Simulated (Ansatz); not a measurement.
Reaction (ligand exchange at the Si–O bond): `OCO[SiH2]O` + `C=C[SiH2]N` → `C=C[SiH2]N[SiH2]O` + `OCO`

Calculated with Ansatz (gas phase, PBE0-D4/def2-TZVP geometries, no zero-point term in ΔE). CCSD(T)/CBS is the MP2 limit (def2-TZVPP, def2-QZVPP) plus CCSD(T) − MP2 in def2-TZVPP, frozen cores. This one scheme is used for every species. Functionals use def2-TZVPP. B3LYP here is the variant with VWN-RPA as its local correlation; programs differ in this. One conformer a species, not always the lowest.

```tsv
level	ΔE (kJ/mol)	difference from CCSD(T)/CBS
ωB97M-V	35.0	2.3
PBE	34.0	1.3
r2SCAN	36.7	4.0
PBE0	33.7	1.0
B3LYP	40.5	7.8
SCS-MP2/def2-TZVPP	35.1	2.4
CCSD/def2-TZVPP	35.2	2.5
CCSD(T)/def2-TZVPP	33.9	1.2
MP2/def2-QZVPP	32.6	-0.1
MP2/CBS(def2)	32.1	-0.6
CCSD(T)/CBS	32.7	0
```

Largest T1 diagnostic among the species: 0.012.

The D4 term adds −6.0 kJ/mol with B3LYP and −3.6 kJ/mol with PBE0; it sums over pairs of atoms, weighted by their polarisabilities, and B3LYP, whose exchange is more repulsive, gets the larger term. In def2-TZVPP, CCSD(T) changes the Hartree–Fock value by −9.2 kJ/mol (the triples alone add −1.3 kJ/mol) and MP2 by −9.9 kJ/mol.
